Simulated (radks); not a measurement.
Task: All-electron calculation, scalar-relativistic Kohn-Sham, LDA (Slater exchange, Perdew-Wang correlation), spin-polarised, spherical densities, finite nucleus; open shells are filled with parallel spins first; Fermi nuclear charge, rms radius of each element as measured or else 0.836 A^(1/3) + 0.57 fm. Program: a radial shooting solver on a logarithmic mesh with Libxc functionals. Response by self-consistent Sternheimer equations with the Hartree and adiabatic LDA kernel, the relativistic mass of each level held fixed and spin-orbit coupling left out. Rank O5+, B2+, Ne7+, Be+, N4+, F6+, C3+, Li (NIST ground configurations) by static dipole polarisability, largest first.

Result: Li 143.6, Be+ 21.20, B2+ 6.802, C3+ 2.999, N4+ 1.577, O5+ 0.9282, F6+ 0.5909, Ne7+ 0.3985 bohr^3.
